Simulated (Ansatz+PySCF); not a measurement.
The numbers below are computed, except where a source is named.
## Several solutions for doublet CuO

```xyz
2

Cu    0.0000    0.0000    0.0000
O     0.0000    0.0000    1.7930
```

Basis set: def2-SVP (spherical functions). Charge 0, multiplicity 2.

ωB97X (restricted open-shell) was run from several starts with Ansatz (development build ahead of 0.2.0) and PySCF 2.14.0.

| run | program | start | converged | energy (hartree) | <S²> |
| --- | --- | --- | --- | --- | --- |
| A | Ansatz | atomic start, no search | yes | -1715.35044 | 0.75 |
| B | Ansatz | stability test followed | yes | -1715.35044 | 0.75 |
| C | PySCF | program defaults | yes | -1715.30507 | 0.75 |
| D | Ansatz | search for the lowest state | yes | -1715.35044 | 0.75 |

(1) Which runs reached the lowest solution of this kind, and what is wrong with the others?

## Answers

(1) A, B, D reached the lowest solution found. Converged but too high: C by 1.23 eV. Convergence only shows a stationary point, and even a stable one can lie too high; stability tests and further starts are what find lower ones.
